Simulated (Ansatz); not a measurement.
Complex (SMILES): F (HF) with Cl (HCl), atoms 1 to 2 the first; geometry from B3LYP-D3(BJ)/def2-TZVP, monomers rigid:
```xyz
4

F     -0.1993     0.2587    -0.2561
H     -0.6953    -0.4360     0.1164
Cl    -1.4096    -2.1732     1.4289
H     -0.3348    -2.0986     2.1286
```

Basis-set convergence of the counterpoise-corrected interaction energy at MP2 with Ansatz (a quantum-chemistry and plane-wave program). All functions are spherical. Cores are frozen. No added dispersion term, no relativity. Functions are those of the species that has most. Reference: Hartree-Fock in aug-cc-pV(5+d)Z plus the correlation part extrapolated as X^-3 from aug-cc-pV(Q+d)Z and aug-cc-pV(5+d)Z, -3.06 kcal/mol, itself unsure by roughly 0.02 kcal/mol (a third of the extrapolation step and of the last Hartree-Fock step). Deviations are taken from unrounded values.

| basis | functions | counterpoise-corrected interaction energy (kcal/mol) | minus reference (kcal/mol) |
|---|---|---|---|
| 6-31G | 26 | -0.47 | 2.59 |
| def2-SV(P) | 36 | -2.39 | 0.68 |
| aug-cc-pV(D+d)Z | 73 | -2.29 | 0.77 |
| def2-TZVP | 80 | -2.36 | 0.70 |
| 6-311++G(2d,2p) | 82 | -2.33 | 0.73 |
| def2-TZVPP | 101 | -2.54 | 0.53 |
| jun-cc-pV(T+d)Z | 115 | -2.64 | 0.43 |
| def2-TZVPPD | 125 | -2.62 | 0.44 |
| aug-pcseg-2 | 142 | -2.69 | 0.38 |
| aug-cc-pV(T+d)Z | 147 | -2.82 | 0.24 |
| def2-QZVPP | 187 | -2.83 | 0.24 |
| def2-QZVPPD | 211 | -2.86 | 0.20 |
| cc-pV(5+d)Z | 301 | -2.94 | 0.12 |
